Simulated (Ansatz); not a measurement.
Mulliken charges of `[F][Ge]1([SH])[CH2][NH]1` from PBE/def2-TZVPP in Ansatz (PBE0-D4/def2-TZVP geometry).

```tsv
atom	x (Å)	y (Å)	z (Å)	charge (e)
F1	0.842	-1.858	1.121	-0.315
Ge2	0.448	-0.340	0.393	0.579
S3	1.905	1.177	0.978	-0.257
C4	-0.892	-0.200	-0.948	-0.168
N5	-1.340	0.057	0.467	-0.323
H6	2.933	0.559	0.371	0.131
H7	-0.837	0.644	-1.632	0.102
H8	-1.324	-1.092	-1.393	0.108
H9	-1.647	1.008	0.626	0.145
```

**Question.** By hand: the dipole of these point charges (1 e Å = 4.8032 D).

**Answer.** Σ q r = (0.004, 0.268, -0.546) e Å, of length 0.608 e Å = 2.92 D.

**Question.** How does the dipole of the full density compare? (Best estimate.)

**Answer.** The calculation gave: (0.136, 0.398, -0.381) e Å, 2.73 D; the point charges give 1.07 times that, at 24° from its direction.

Point charges leave out the atoms' own dipoles, such as those of lone pairs, and Mulliken's split depends on the basis, so the two needn't agree.
